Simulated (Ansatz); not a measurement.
H7NSi2, SMILES `[SiH3]N[SiH3]` (charge 0, multiplicity 1).

The numbers are results of Ansatz (a first-principles code) with frozen-core CCSDTQ/6-31g // PBE0-D3(BJ)/def2-TZVP, not measurements.

Ansatz 0.2 input:
```yaml
crystal:
  periodic: [false, false, false]
  atoms:
    - { symbol: Si, position_ang: [1.538374, -0.220904, 0.294706] }
    - { symbol: N, position_ang: [-0.02949, 0.411649, 0.640335] }
    - { symbol: Si, position_ang: [-1.526795, 0.083304, -0.15216] }
    - { symbol: H, position_ang: [2.5442, 0.872769, 0.209443] }
    - { symbol: H, position_ang: [2.013622, -1.175342, 1.335178] }
    - { symbol: H, position_ang: [1.452464, -0.929716, -1.005701] }
    - { symbol: H, position_ang: [-0.088957, 1.008137, 1.454297] }
    - { symbol: H, position_ang: [-2.237283, 1.347316, -0.487659] }
    - { symbol: H, position_ang: [-1.214789, -0.665015, -1.394547] }
    - { symbol: H, position_ang: [-2.451337, -0.732196, 0.684246] }
basis:
  gaussian: { orbitals: "6-31g" }
correlation:
  method: ccsdtq
```

Output:

```
Functional definition: HF
1170 factors; integrals over basis functions are off by at most 1.2e-7 eV
mean field evaluation 1: about -17311.3613 eV, gradient 2.9e1 eV
mean field evaluation 2: about -17311.3682 eV, gradient 2.9e1 eV
mean field evaluation 4: about -17313.4139 eV, gradient 2.2e0 eV
mean field evaluation 8: about -17313.4312 eV, gradient 9.5e-5 eV
mean field evaluation 16: about -17313.4310 eV, gradient 1.8e-1 eV
mean field -17313.43121480 eV, -636.2568616788 hartree, gradient 3.1e-6 eV, S^2 0.000000; 0 other end points of the search recorded, 0 dependent functions left out
11 core orbitals not correlated
reference -17313.43121480 eV, -636.2568616788 hartree; 10, 10 occupied and 28, 28 virtual orbitals, 1170 factors
second order -5.99668244 eV of doubles, -0.00000000 eV of singles
cycle   1  -6.64549565 eV  change   -6.5e-1 eV  update   8.6e-2
cycle   2  -7.10683068 eV  change   -4.6e-1 eV  update   3.5e-2
cycle   3  -7.22920514 eV  change   -1.2e-1 eV  update   1.8e-2
cycle   4  -7.22598535 eV  change    3.2e-3 eV  update   4.4e-3
cycle   5  -7.23032713 eV  change   -4.3e-3 eV  update   2.0e-3
cycle   6  -7.23084271 eV  change   -5.2e-4 eV  update   6.3e-4
cycle   7  -7.23039762 eV  change    4.5e-4 eV  update   3.3e-4
cycle   8  -7.23032245 eV  change    7.5e-5 eV  update   8.9e-5
cycle   9  -7.23033290 eV  change   -1.0e-5 eV  update   4.1e-5
cycle  10  -7.23033948 eV  change   -6.6e-6 eV  update   1.3e-5
cycle  11  -7.23033655 eV  change    2.9e-6 eV  update   6.1e-6
cycle  12  -7.23033797 eV  change   -1.4e-6 eV  update   2.3e-6
Total energy: -17320.66155277 eV, -636.5225716981 hartree
```
